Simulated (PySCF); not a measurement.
Ge(Cl)2 cation (Cl2Ge), SMILES [Cl][Ge][Cl] (connectivity only; charge and spin as stated), charge +1, multiplicity 2.

The structure is a stationary point at PBE0-D3(BJ)/def2-TZVP. The multiplicity is an assumed one; other spin states were not compared. The isomer is the one that the SMILES or the coordinates give; other isomers of the formula were not compared.

The numbers are results of PBE/def2-TZVPD (PySCF), not measurements.

The molecule is in vacuum.

Estimate the frontier levels, dipole moment and polarisability. (Estimate from the structure and the level; the computed values follow.)


```yaml
"α spin, highest occupied and lowest empty level": -13.40 and -10.05 eV
"β spin, highest occupied and lowest empty level": -14.35 and -12.43 eV
dipole_moment_about_the_centre_of_nuclear_charge: 0.221 e·Å
mean_static_polarisability: 52.5 bohr³ (7.78 Å³)
polarisability_principal_values: 36.3, 44.8, 76.5 bohr³
"⟨S²⟩": 0.753 (pure state 0.75)
```
